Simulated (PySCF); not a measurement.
**Electron correlation in K(3+) (potassium, charge +3)**

[Ne] 3s2 3p4, high-spin 3P determinant. Calculation: PySCF 2.14, in def2-TZVP; no relativity, point nucleus. Frozen: [Ne] 3s2; 4 electrons correlated.

Total MP2 correlation energy: -47.23 mhartree.

Same-spin part -18.79 and opposite-spin part -28.44 mhartree; SCS-MP2 scales them by 1/3 and 6/5 to -40.39 mhartree.

```
  level  correlation energy (mhartree)
   CCSD                         -56.94
    (T)                          -0.07
CCSD(T)                         -57.01
```

Diagnostics: T1 = 0.00075, D1 = 0.0018, largest double amplitude 0.030.

Cost of the coupled-cluster step: 0.32 s of wall time on 1 thread of Neoverse-N1 (shared host), for 4 correlated electrons.

Iterations:

```
CC2 = 0
CCSD nocc = (np.int64(3), np.int64(1)), nmo = (27, 27)
frozen orbitals [[0, 1, 2, 3, 4, 5], [0, 1, 2, 3, 4, 5]]
max_cycle = 100
direct = 0
conv_tol = 1e-08
conv_tol_normt = 1e-06
diis_space = 8
diis_start_cycle = 0
Init t2, MP2 energy = -0.0472260821396801
Init E_corr(UCCSD) = -0.0472260821409777
cycle = 1  E_corr(UCCSD) = -0.0552762957206042  dE = -0.00805021358  norm(t1,t2) = 0.0195858
cycle = 2  E_corr(UCCSD) = -0.0566327057370601  dE = -0.00135641002  norm(t1,t2) = 0.00376752
cycle = 3  E_corr(UCCSD) = -0.0569427963721761  dE = -0.000310090635  norm(t1,t2) = 0.000910369
cycle = 4  E_corr(UCCSD) = -0.0569376867156068  dE = 5.10965657e-06  norm(t1,t2) = 0.000141429
cycle = 5  E_corr(UCCSD) = -0.0569380772500339  dE = -3.90534427e-07  norm(t1,t2) = 2.06201e-05
cycle = 6  E_corr(UCCSD) = -0.0569379832950578  dE = 9.39549761e-08  norm(t1,t2) = 2.03306e-06
cycle = 7  E_corr(UCCSD) = -0.0569379940087823  dE = -1.07137245e-08  norm(t1,t2) = 1.69504e-07
cycle = 8  E_corr(UCCSD) = -0.0569379933711806  dE = 6.37601749e-10  norm(t1,t2) = 2.14858e-08
UCCSD converged
E(UCCSD) = -596.3086328501105  E_corr = -0.05693799337118056
UCCSD(T) correction = -6.54798008973215e-05
```
